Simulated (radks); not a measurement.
Question: Te+, configuration [Kr] 4d10 5p5 (not the ground configuration). Calculated with a radial shooting solver on a logarithmic mesh with Libxc functionals: scalar-relativistic Kohn-Sham, LDA (Slater exchange, Perdew-Wang correlation), spin-polarised, spherical densities, finite nucleus; open shells are filled with parallel spins first (spin-orbit coupling, left out, can overturn this in heavy ions); Fermi nuclear charge, rms radius 4.7423 fm. Some entries of the table are withheld. Estimate them.

| orbital | occ. | eigenvalue (eV) | r(max) (bohr) |
|---|---|---|---|
| 1s up | 1 | -31603.08 | 0.01796 |
| 1s down | 1 | -31603.04 | 0.01796 |
| 2s up | 1 | -4857.467 | 0.1015 |
| 2s down | 1 | -4857.448 | 0.1015 |
| 2p up | 3 | -4364.493 | 0.08124 |
| 2p down | 3 | -4364.464 | 0.08124 |
| 3s up | 1 | -975.7278 | 0.2930 |
| 3s down | 1 | -975.6953 | 0.2930 |
| 3p up | 3 | -815.4301 | 0.2865 |
| 3p down | 3 | -815.3947 | 0.2865 |
| 3d up | 5 | -572.2565 | 0.2376 |
| 3d down | 5 | -572.2234 | 0.2376 |
| 4s up | 1 | -175.8793 | 0.7006 |
| 4s down | 1 | -175.8073 | 0.7006 |
| 4p up | 3 | (1) | (2) |
| 4p down | 3 | (3) | (4) |
| 4d up | 5 | -53.4603 | 0.8102 |
| 4d down | 5 | -53.3202 | 0.8100 |
| 5p up | 3 | -15.3553 | (5) |
| 5p down | 2 | -14.7425 | (6) |

Answer: 
(1) 4p up eigenvalue (eV): -126.0686
(2) 4p up r(max) (bohr): 0.7374
(3) 4p down eigenvalue (eV): -125.9869
(4) 4p down r(max) (bohr): 0.7374
(5) 5p up r(max) (bohr): 2.058
(6) 5p down r(max) (bohr): 2.059
